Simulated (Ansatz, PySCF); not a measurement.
Spin gap between two states, R1 and P1; the higher of the two is an excited state, each structure at its B3LYP-D3(BJ)/def2-TZVP stationary point, reached from a drawn start (curvature not checked).
R1, SiH2 (SMILES [SiH2]) (charge 0, multiplicity 1):
```xyz
3

Si     0.00000    -0.70864     0.00000
H      1.09116     0.35427     0.00000
H     -1.09116     0.35427     0.00000
```
P1, SiH2 (SMILES [SiH2]) (charge 0, multiplicity 3):
```
atom    x (Å)    y (Å)   z (Å)
----  -------  -------  ------
Si     0.0000  -0.5064  0.0000
H      1.2757   0.2532  0.0000
H     -1.2757   0.2532  0.0000
```

P less R. No zero-point or thermal terms; singlets are restricted closed shells; open shells are unrestricted.

Cores are frozen in the correlated methods.

The values were computed with Ansatz (Gaussian orbitals); PySCF for the D3/D4 terms. All values are computed, each at the level named.

| level | spin gap (eV) |
|---|---|
| HF/cc-pV(Q+d)Z | 0.171 |
| revPBE/def2-TZVPP | 0.675 |
| PBE0-D3(BJ)/def2-TZVPP | 0.648 |
| PBE0-D4/def2-TZVPP | 0.648 |
| B2PLYP-D3(BJ)/def2-TZVPP | 0.861 |
| B2PLYP-D4/def2-TZVPP | 0.861 |
| MP2/cc-pV(D+d)Z | 0.631 |
| MP2/cc-pV(Q+d)Z | 0.740 |
| CCSD/cc-pV(T+d)Z | … |

**Question.** Complete the blanks.

**Answer.** 
- CCSD/cc-pV(T+d)Z, spin gap (eV): 0.858

Ansatz is a first-principles code.
